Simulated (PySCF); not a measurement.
Isomers of C2H11NSi4, one GFN2-xTB conformer each. Single-point energies are computed at PBE0/pcSseg-1 (PySCF, gas phase, no added dispersion term), electronic only.

```
                             SMILES  GFN2-xTB relative energy (kJ/mol)
     [SiH3]C#C[SiH2]N([SiH3])[SiH3]                                0.0
N#C[C@H]([SiH3])[SiH]([SiH3])[SiH3]                              186.4
```

Conformers: `[SiH3:1][C:2]#[C:3][SiH2:4][N:5]([SiH3:6])[SiH3:7]` with C3–Si4–N5–Si6 -27°; `[N:1]#[C:2][C@H:3]([SiH3:4])[SiH:5]([SiH3:6])[SiH3:7]` with C2–C3–Si5–Si6 -70°.

Problem. What does PBE0/pcSseg-1 give for the same structures?

Solution. 
```json
{"SMILES": "[SiH3]C#C[SiH2]N([SiH3])[SiH3]", "PBE0/pcSseg-1 E (Eh)": "-1294.82990", "PBE0/pcSseg-1 (kJ/mol)": "0.0", "GFN2-xTB (kJ/mol)": "0.0", "point group": "C1"}
{"SMILES": "N#C[C@H]([SiH3])[SiH]([SiH3])[SiH3]", "PBE0/pcSseg-1 E (Eh)": "-1294.81082", "PBE0/pcSseg-1 (kJ/mol)": "50.1", "GFN2-xTB (kJ/mol)": "186.4", "point group": "C1"}
```

Both levels put the same isomer lowest. As drawn, the lower has a C≡C bond, which the higher lacks; the higher has a C≡N group and an Si–Si bond, which the lower lacks.

Problem. Which frontier levels, dipoles and rotational constants go with these structures?

Solution. 
| SMILES | HOMO (eV, PBE0/pcSseg-1) | LUMO (eV) | dipole (D) | A, B, C (MHz) |
| --- | --- | --- | --- | --- |
| [SiH3]C#C[SiH2]N([SiH3])[SiH3] | -7.48 | -0.93 | 0.45 | 2622, 479.7, 423.7 |
| N#C[C@H]([SiH3])[SiH]([SiH3])[SiH3] | -8.36 | -1.00 | 3.68 | 1247, 811.4, 689.0 |
